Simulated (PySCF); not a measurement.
3,3-difluorocyclobutene (C₄H₄F₂), SMILES FC1(CC=C1)F. Coordinates come from a PBE-D3(BJ)/def2-SVP optimisation.

### Question
Give the equilibrium geometry at PBE-D3(BJ)/def2-SVP (PySCF confirms it by a frequency run) as a Z-matrix, and its point group. (An estimate is asked for; the answer gives what the named calculation found.)

### Answer
point group Cs.
```
C
F 1 1.3665
F 1 1.3665 2 106.66
C 1 1.5151 2 115.84 3 130.57
C 4 1.3524 1 92.03 2 116.98
H 4 1.0994 5 135.29 1 180.00
H 5 1.1008 4 132.92 6 0.00
C 5 1.5239 7 131.22 4 180.00
H 8 1.1095 5 116.38 7 66.06
H 8 1.1095 9 109.93 5 135.02
```
